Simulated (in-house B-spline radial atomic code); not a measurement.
How G0W0 and RPA depend on the start: Ru IX (Ru8+)

Configuration [Ar] 3d10 4s2 4p6. Computed with a B-spline radial code for spherical atoms: all electrons, non-relativistic, point nucleus, each spin shell either full or empty, empty states to l = 9 with an (l + 1/2)⁻⁴ tail; G0W0 by contour deformation at full frequency.

Without relativity these are model numbers: it shifts the levels of so heavy an element strongly and can reorder them.

```
            start  mean-field 4p (eV)  G0W0 (eV)  QP weight  RPA correlation (Eh)
     Hartree-Fock             -178.23    -179.21      0.976               -2.5655
         LDA VWN5             -168.29          ?          ?                     ?
              PBE             -168.18    -178.85      0.961               -2.7688
             PBE0             -171.09    -178.95      0.966               -2.7124
           r2SCAN             -169.11    -178.94      0.964               -2.7336
            HSE06             -170.60    -178.96      0.966               -2.7163
  B3LYP (VWN-RPA)             -170.47    -178.95      0.965               -2.7243
             SCAN             -169.20    -178.91      0.964                -2.732
             TPSS             -168.51    -178.91      0.962               -2.7579
        BHandHLYP             -173.71    -179.06      0.970               -2.6607
        CAM-B3LYP             -172.44    -179.01      0.968               -2.7036
          LC-wPBE             -173.71          ?          ?                     ?
            wB97X             -173.51    -178.93      0.970                -2.695
           PBEsol             -168.14    -178.86      0.961                 -2.77
             BLYP             -167.94    -178.86      0.961               -2.7697
          r2SCAN0             -171.70    -179.01      0.968               -2.6887
LDA exchange-only             -166.33    -178.93      0.960               -2.7714
```

Q: What G0W0 level, weight and RPA correlation energy follow from the LDA VWN5 start?

A: G0W0 level -178.88 eV, weight 0.961, RPA correlation -2.772 hartree.

Q: What G0W0 level, weight and RPA correlation energy follow from the LC-wPBE start?

A: G0W0 level -179.03 eV, weight 0.969, RPA correlation -2.7078 hartree.

Q: How much of the dependence on the start does G0W0 remove?

A: The mean-field levels span 11.9 eV and the G0W0 levels 0.361 eV. Against 178.41 ± 0.05 eV (NIST, semi-empirical) the G0W0 removal energies are off by +0.44 to +0.80 eV, with relativity, Breit and QED terms left out.
